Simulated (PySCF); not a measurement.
Gas-phase reaction: SiF4.NH3 + N2H2 = 4 F + 2 N + H3SiNH2

Method: PySCF energies plus ideal-gas RRHO corrections (1 bar). † marks an energy on the PBE0/def2-TZVP geometry and frequencies; other levels use their own. 6-31G* has spherical d functions here. Open shells (unrestricted): F (multiplicity 2, electronic degeneracy 6), N (multiplicity 4); the rest are closed-shell singlets. Spin-orbit splitting is ignored; it lowers the true energy and changes the entropy of F. B3LYP is the form with VWN-RPA correlation. Adducts (SiF4.NH3) have no counterpoise correction, and HF, PBE, BLYP, B3LYP and PBE0 lack dispersion. SiF4.NH3, H3SiNH2: computed as isolated molecules; such fragments, hydroxides, amides, oligomers or adducts are transient or little studied in the gas. The harmonic model lacks anharmonicity and excited electronic states, which grow with temperature; levels with a mode under 35 cm⁻¹ are left out. Internal rotation in SiF4.NH3, H3SiNH2 is treated as a harmonic vibration of one conformer, which makes the entropy rough.

```json
[
 {"level": "B3LYP/6-31G*", "ΔE electronic, kJ": "2674", "ΔH°(298 K), kJ": "2614", "ΔS°(298 K), J/K": "651", "ΔG°(1600 K), kJ": "1536"},
 {"level": "HF/6-31G*", "ΔE electronic, kJ": "1645", "ΔH°(298 K), kJ": "1577", "ΔS°(298 K), J/K": "656", "ΔG°(1600 K), kJ": "487"},
 {"level": "HF/def2-TZVP†", "ΔE electronic, kJ": "1693", "ΔH°(298 K), kJ": "1632", "ΔS°(298 K), J/K": "655", "ΔG°(1600 K), kJ": "547"},
 {"level": "PBE0/def2-SVP†", "ΔE electronic, kJ": "2660", "ΔH°(298 K), kJ": "2599", "ΔS°(298 K), J/K": "655", "ΔG°(1600 K), kJ": "1514"},
 {"level": "ωB97M-V/def2-TZVP†", "ΔE electronic, kJ": "2744", "ΔH°(298 K), kJ": "2683", "ΔS°(298 K), J/K": "655", "ΔG°(1600 K), kJ": "1598"}
]
```
ΔH° is lowest at HF/6-31G* and highest at ωB97M-V/def2-TZVP†. No reference value is set beside these.
